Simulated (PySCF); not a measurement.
Ge(H)(F)(Br)2, HBr2FGe, SMILES [F][GeH]([Br])[Br] (PBE0/def2-SVP optimised geometry):

```
5

Ge    -0.855    -0.489     0.000
F     -1.365     1.162     0.000
Br    -1.648    -1.428    -1.918
Br     1.424    -0.489     0.000
H     -1.424    -1.162     1.247
```

Calculation: PBE0/def2-TZVP (PySCF).

What are the frontier orbital energies and the dipole moment?

HOMO-2 -9.13 eV, HOMO-1 -9.08 eV, HOMO -8.87 eV, LUMO -1.69 eV, LUMO+1 -0.16 eV; dipole moment 1.69 D.

Meta-Löwdin charges at PBE0/def2-TZVP: Ge1 0.96, F2 -0.49, Br3 -0.22, Br4 -0.22, H5 -0.04.
